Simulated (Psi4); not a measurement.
Two rigid molecules brought together: BF3 ··· Na+ (SMILES FB(F)F and [Na+]) (charge +1). Monomers: optimised at B3LYP-D3(BJ) (def2-TZVP), held rigid. Orientation: lowest of the rigid-body minima from ten starts at GFN2-xTB (searched outside a hard wall at short contacts). Only R, the distance of the centres of mass, is varied, so the lowest point isn't the relaxed dimer. The shortest distances reach bonding range, where SAPT0 and rigid monomers are unreliable.

Method: SAPT0/jun-cc-pVDZ, all electrons correlated (Psi4).

Components in kJ/mol:

```
R / Å  electrostatics  exchange  induction  dispersion   total
-----  --------------  --------  ---------  ----------  ------
3.36           -37.88     34.24     -21.11       -0.63  -25.37
3.58           -27.42     11.51     -16.41       -0.32  -32.64
3.74           -22.72      5.10     -13.60       -0.20  -31.42
4.04           -17.05      1.07      -9.56       -0.09  -25.63
4.39           -12.85      0.21      -6.42       -0.05  -19.11
4.88            -9.02      0.03      -3.82       -0.02  -12.83
5.54            -5.93      0.00      -2.08       -0.01   -8.01
6.59            -3.35      0.00      -0.93        0.00   -4.29
7.89            -1.87      0.00      -0.42        0.00   -2.29
```
